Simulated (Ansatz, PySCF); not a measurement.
Al(F)(OMe)(SeH) (CH₄AlFOSe), SMILES [Al]([F])([SeH])[O]C. Atoms are numbered in the order given.

```xyz
9

Al    -0.4770    -0.0157    -0.2936
F     -1.9088     0.8163    -0.4429
O     -0.0629    -1.2522    -1.3437
C     -0.4801    -1.9782    -2.4517
H     -0.5518    -3.0516    -2.2052
H     -1.4660    -1.6521    -2.8287
H      0.2466    -1.8759    -3.2761
Se     0.9777     0.5326     1.3879
H      0.0629     1.5838     1.8627
```

Coordinates come from a PBE0-D3(BJ)/def2-SVP optimisation. Other conformers were not sampled.

Two levels are set side by side: PBE-D3(BJ)/def2-SVP (Ansatz, a program for electronic structure) and PBE0-D3(BJ)/def2-SVP (Ansatz). Each level has its own optimised geometry; the coordinates shown are those of the second. Frequencies come from the Hessian of PySCF at each geometry. Differences are taken from unrounded values.

```
quantity                            PBE0-D3(BJ)  PBE-D3(BJ)  PBE-D3(BJ) minus PBE0-D3(BJ)
----------------------------------  -----------  ----------  ----------------------------
mean bond length (Å)                      1.475       1.489                         0.014
bond Al1–F2 (Å)                           1.663       1.678                         0.015
bond Al1–O3 (Å)                           1.674       1.695                         0.021
bond Al1–Se8 (Å)                          2.290       2.306                         0.016
bond O3–C4 (Å)                            1.389       1.403                         0.015
bond C4–H5 (Å)                            1.104       1.113                         0.009
bond C4–H6 (Å)                            1.105       1.114                         0.009
bond C4–H7 (Å)                            1.104       1.113                         0.009
bond Se8–H9 (Å)                           1.472       1.486                         0.014
highest harmonic wavenumber (cm⁻¹)         3109        3005                          -104
mean harmonic wavenumber (cm⁻¹)            1117        1077                           -40
zero-point energy (kcal/mol)              33.54       32.34                         -1.20
```

Exact exchange shortens and stiffens bonds; PBE has none. Differences between two approximate levels are no errors against the true value.
